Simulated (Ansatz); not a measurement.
A set of 12 reactions (atomization), with CCSD(T)/CBS values in kJ/mol:

```tsv
reaction	ΔE
`CCCCF` → 4 C• + F• + 9 H•	5478.9
`[OH][Au-][P+](F)(F)F` → Au• + 3 F• + H• + O• + P•	2461.3
`C=COC` → 3 C• + 6 H• + O•	3984.8
`[GeH3][NH]C1=C[SiH2]1` → 2 C• + Ge• + 7 H• + N• + Si•	4093.7
`O=C(O)[SeH]` → C• + 2 H• + 2 O• + Se•	2286.2
`[SiH3]OP` → 5 H• + O• + P• + Si•	2462.4
`[GaH2][CH]1BO1` → B• + C• + Ga• + 4 H• + O•	2719.8
`N=C([SiH3])BO` → B• + C• + 6 H• + N• + O• + Si•	4057.0
`C[Se][AlH][OH]` → Al• + C• + 5 H• + O• + Se•	3103.7
`FC1=CB[SiH2]1` → B• + 2 C• + F• + 4 H• + Si•	3432.8
`C[S][Al]([Cl])[Cl]` → Al• + C• + 2 Cl• + 3 H• + S•	2794.2
`ClBr` → Br• + Cl•	238.2
```

Isolated molecules relaxed with PBE0-D4/def2-TZVP in Ansatz; ΔE leaves out vibrations. CBS: MP2 limit from def2 TZ/QZ plus the TZ coupled-cluster correction, frozen cores. This one scheme is used for every species, atoms too. DFT in def2-TZVPP. B3LYP here is the variant with VWN-RPA as its local correlation; programs differ in this. Open shells (•) are unrestricted, without spin–orbit coupling. Spin–orbit coupling would lower the free atoms: a little for Al, B, C, Cl, F, O, S, Si; clearly for Br, Ga, Ge, Se. def2 core potentials past Kr. For Au, Br, Ga, Ge, Se outer-core shells are correlated without core-valence functions, so the limit isn't a true one: a few kJ/mol of doubt a bond, and 10 to 20 or more in all where bonds break to atoms. Scalar relativity is left out up to krypton. One conformer a species, not always the lowest.

(1) Give the mean, mean absolute and largest difference (level minus CCSD(T)/CBS, kJ/mol) for: r2SCAN-D4, PBE0-D4, B3LYP-D4, ωB97M-V, B2PLYP, PBE, r2SCAN, B3LYP, HF/def2-TZVPP, MP2/def2-TZVPP, SCS-MP2/def2-TZVPP, MP2/def2-QZVPP, HF/CBS(def2), MP2/CBS(def2). (Estimate.)

The largest T1 diagnostic in the set is 0.018, for Al• (customary mark 0.045).

CCSD(T)/CBS is a level of theory with its own doubt, and the functionals carry their triple-zeta basis error, so these figures describe this set and don't rank the functionals.

Answers

(1) The calculation gave: 
| level | mean | mean absolute | largest |
| --- | --- | --- | --- |
| r2SCAN-D4 | 11.6 | 17.5 | 48.0 |
| PBE0-D4 | -3.8 | 25.8 | -80.5 |
| B3LYP-D4 | -11.1 | 20.1 | -83.1 |
| ωB97M-V | 4.8 | 16.1 | -35.3 |
| B2PLYP | -39.7 | 39.7 | -79.8 |
| PBE | 48.1 | 55.5 | 106.5 |
| r2SCAN | 7.4 | 15.4 | 43.6 |
| B3LYP | -38.9 | 38.9 | -111.5 |
| HF/def2-TZVPP | -894.3 | 894.3 | -1342.7 |
| MP2/def2-TZVPP | -24.0 | 33.6 | -80.2 |
| SCS-MP2/def2-TZVPP | -47.0 | 47.0 | -74.9 |
| MP2/def2-QZVPP | 28.8 | 34.1 | 114.4 |
| HF/CBS(def2) | -887.6 | 887.6 | -1337.7 |
| MP2/CBS(def2) | 64.6 | 64.7 | 161.6 |
